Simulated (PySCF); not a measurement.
**How methods differ on the ionisation energy of Zr²⁺**

Zr²⁺ [Kr] 4d2 (3F) → Zr³⁺ [Kr] 4d1 (2D), as a difference of total energies. Computed with PySCF 2.14 in aug-cc-pwCVTZ-PP with ECP28MDF (8s8p7d4f3g, 122 functions), with scalar relativity through the core potential. Correlated levels: valence: 4s2 4p6 frozen; valence and next inner shell: nothing frozen outside the core potential. The calculations carry no spin-orbit coupling.

| method | ionisation energy (eV) | difference from reference (eV) |
| --- | --- | --- |
| UHF | 22.410 | -0.760 |
| LDA | 23.334 | +0.164 |
| PBE | 23.360 | +0.190 |
| PBE0 | 23.316 | +0.146 |
| r2SCAN | 23.278 | +0.108 |
| HSE06 | 23.315 | +0.145 |
| TPSSh | 23.248 | +0.078 |
| M06-L | 22.971 | -0.199 |
| MP2 (valence) | 22.518 | -0.652 |
| SCS-MP2 (valence) | 22.446 | -0.724 |
| MP2 (valence and next inner shell) | 22.947 | -0.223 |
| SCS-MP2 (valence and next inner shell) | 22.862 | -0.308 |

Reference: 23.170 eV (semi-empirical (NIST evaluation); NIST Atomic Spectra Database, ionization energies).

The reference lies between the lowest fine-structure levels, while these numbers refer to the centres of the terms.

Errors of the correlated levels include the incompleteness of this basis and the frozen core.
